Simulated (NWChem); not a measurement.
# hydrogen bromide (HBr); SMILES Br

Program: NWChem. All runs use the structure optimised with PBE0/def2-SVP. Level TPSS/def2-SVP: energy and gradient; each run changes one setting, and changes count from the defaults (medium grid, exact Coulomb integrals, symmetry on).

**Question.** Which setting moves the energy most, and by about how much (symmetry off; Coulomb fitting, Weigend set; tight SCF thresholds and tolerances; extra-fine grid; defaults)?

**Answer.** Coulomb fitting, Weigend set, by about 100 μHa.
```tsv
setting	size of the energy change (μHa)	largest change of a gradient component (μHa/bohr)
defaults	< 10	< 30
tight SCF thresholds and tolerances	< 10	< 30
Coulomb fitting, Weigend set	100	40
extra-fine grid	< 10	200
symmetry off	< 10	other frame
```
